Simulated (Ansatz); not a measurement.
The inner images of a band of CH3AsN (6 atoms, charge 0, multiplicity 2) are given out of order.

Computed with UKS PBE0/def2-SVP (Ansatz).

Image 0:

```xyz
6
Properties=species:S:1:pos:R:3
C -0.093 -0.107 -0.634
N -0.661 -0.961 0.324
As -0.365 0.814 1.075
H -0.765 0.242 -1.435
H 0.910 -0.372 -1.002
H 0.975 0.384 1.672
```

Image 6:

```xyz
6
Properties=species:S:1:pos:R:3
C -0.307 0.374 -0.677
N -0.088 -0.898 -0.221
As -0.430 0.311 1.255
H -1.012 0.659 -1.468
H 0.842 -1.312 -0.324
H 0.995 0.866 1.434
```

Question: Put them in order from the first end to the last, with their energies above the first end.
A.
```xyz
6
Properties=species:S:1:pos:R:3
C -0.372 0.337 -0.649
N -0.157 -0.936 -0.166
As -0.437 0.377 1.264
H -0.910 0.599 -1.560
H 0.829 -1.110 -0.367
H 1.046 0.733 1.478
```
B.
```xyz
6
Properties=species:S:1:pos:R:3
C -0.202 0.183 -0.656
N -0.346 -1.065 0.017
As -0.444 0.485 1.228
H -0.735 0.486 -1.569
H 0.683 -0.731 -0.574
H 1.045 0.641 1.554
```
C.
```xyz
6
Properties=species:S:1:pos:R:3
C -0.323 0.278 -0.644
N -0.225 -1.005 -0.082
As -0.440 0.440 1.249
H -0.806 0.525 -1.581
H 0.742 -0.910 -0.471
H 1.052 0.671 1.530
```
D.
```xyz
6
Properties=species:S:1:pos:R:3
C -0.160 0.044 -0.643
N -0.546 -1.069 0.135
As -0.428 0.557 1.212
H -0.700 0.429 -1.539
H 0.769 -0.579 -0.707
H 1.066 0.618 1.542
```
E.
```xyz
6
Properties=species:S:1:pos:R:3
C -0.138 -0.067 -0.626
N -0.687 -1.024 0.241
As -0.411 0.673 1.166
H -0.698 0.333 -1.491
H 0.872 -0.436 -0.846
H 1.062 0.521 1.557
```

Answer: E (+14.1 kJ/mol), D (+91.8 kJ/mol), B (+194.0 kJ/mol), C (+113.6 kJ/mol), A (+47.4 kJ/mol).

The run took 85 s on 2 threads of Arm Neoverse V1 (shared host), peak memory 0.2 GiB.
